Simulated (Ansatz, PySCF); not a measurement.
Reaction (SMILES): [Cl][Ge][Cl] -> [Cl][Ge][Cl] as doublet, charge -1 (an electron is taken up)
Structures are relaxed separately at B3LYP-D3(BJ)/def2-TZVP in Ansatz (an electronic-structure program). A spin state is the lowest found, not a proven ground state.

Property: adiabatic electron affinity (0 K, with B3LYP-D3(BJ) harmonic zero-point energies from PySCF), positive where the reaction releases energy, in eV. Cores are frozen in the correlated levels unless marked. Open shells are spin-unrestricted. No spin-orbit coupling. Frozen are the shells of the preceding noble gas and the d and f shells that filled before the atom's block. Non-relativistic. Anions need diffuse functions: def2-D sets add few; the other sets have none. CBS marks a two-point X^-3 extrapolation of the correlation energy; Hartree-Fock from the larger set. [CCSD(T)-MP2]/basis is that difference in the basis named.

| level | program | adiabatic electron affinity (eV) |
|---|---|---|
| HF-D3(BJ)/def2-TZVPD | PySCF + dftd3 | [?] |
| BLYP/def2-TZVPD | Ansatz | [?] |
| BP86-D3(BJ)/def2-TZVPD | PySCF + dftd3 | [?] |
| B3LYP-D4/def2-TZVPD | Ansatz + dftd4 | 1.53 |
| PBE0-D3(BJ)/def2-TZVP | Ansatz + dftd3 | [?] |
| BHLYP/def2-TZVPD | Ansatz | 1.46 |
| MN15-D3(BJ)/def2-TZVPD | PySCF + dftd3 | 1.53 |
| RI-MP2/CBS(def2-TZVPPD,def2-QZVPPD)+[CCSD(T)-MP2]/def2-TZVPPD | Ansatz | 1.44 |

Question: What belongs in the gaps?

Answer: 
- HF-D3(BJ)/def2-TZVPD, adiabatic electron affinity (eV): 1.12
- BLYP/def2-TZVPD, adiabatic electron affinity (eV): 1.34
- BP86-D3(BJ)/def2-TZVPD, adiabatic electron affinity (eV): 1.52
- PBE0-D3(BJ)/def2-TZVP, adiabatic electron affinity (eV): 1.35
